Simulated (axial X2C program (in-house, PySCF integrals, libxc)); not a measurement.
**BI: from the spin-free to the two-component result**

Calculated with an in-house relativistic program for diatomic molecules. Spin-free means the one-electron spin-free X2C Hamiltonian; two-component (2c) means X2C with spin–orbit coupling and atomic mean-field two-electron Coulomb and Gaunt terms, so the difference of the two also holds small scalar two-electron terms. Basis: I dyall-cv3z [11s12p8d4f1g], B dyall-v3z [7s6p2d1f] (cores contracted in-house); Gaussian nuclei, density fitting, unrestricted open shells. Masses: I 126.904 u, B 11.009 u.

Spin-free state: M_S = 0, Λ = 0 (closed shell); fragments I + B.

| level | Re (Å) | ωe (cm⁻¹) | De (eV) | μ (D) |
| --- | --- | --- | --- | --- |
| PBE0 | 2.133 | 580.5 | 3.751 | -1.37 |
| HF | 2.155 | 566.5 | 2.212 | -0.91 |
| MP2 | 2.123 | 593.9 | 3.645 | n/a |
| CCSD | 2.138 | 579.9 | 3.404 | n/a |
| CCSD(T) | 2.138 | 578.3 | 3.586 | n/a |
| PBE50 | 2.123 | 593.5 | 3.542 | -1.29 |

Correlated methods: 10 electrons correlated (number of frozen shells: I 4 s, 3 p, 2 d; B 1 s), 224 virtual spin orbitals or spinors in MP2, 90 natural virtuals in coupled cluster.

Dipoles are positive if B is the positive end.

Two-component determinant lowest at the distance of the search:

Ω = 0 (closed shell); fragments I + B.

```csv
level,Re (Å),ωe (cm⁻¹),De (eV),μ (D)
PBE0,2.137,576.9,3.492,-1.38
HF,2.158,563.3,1.881,-0.93
MP2,2.125,591.0,3.370,n/a
CCSD,2.140,576.8,3.120,n/a
CCSD(T),2.141,575.3,3.303,n/a
PBE50,2.126,590.3,n/a,-1.31
```

Problem. From the two tables, how do the constants change at the CCSD(T) level (2c against spin-free)?

Solution. At the CCSD(T) level Re rises by 0.003 Å and ωe decreases by 3.0 cm⁻¹; De changes by -0.283 eV.

Occupations by symmetry block were frozen at the best pattern of an incomplete PBE0 search. The closed shell is kept restricted, so the energy runs too high when the bond is stretched far. De is counted from the lowest determinant-based energies of the atoms at the same level, without counterpoise correction. De is not given where an atomic determinant may have missed its ground term or J level, or where the truncated virtual space spoils (T). CCSD and (T) use frozen natural virtuals with an MP2 correction for the truncation; (T) itself is uncorrected, so its De runs slightly low. The 2c atoms are single determinants rather than J levels; their spin–orbit lowering is only partly caught, and De is too large by that part. This holds for PBE0. Without a current term, density functionals place determinants with orbital angular momentum somewhat too high.
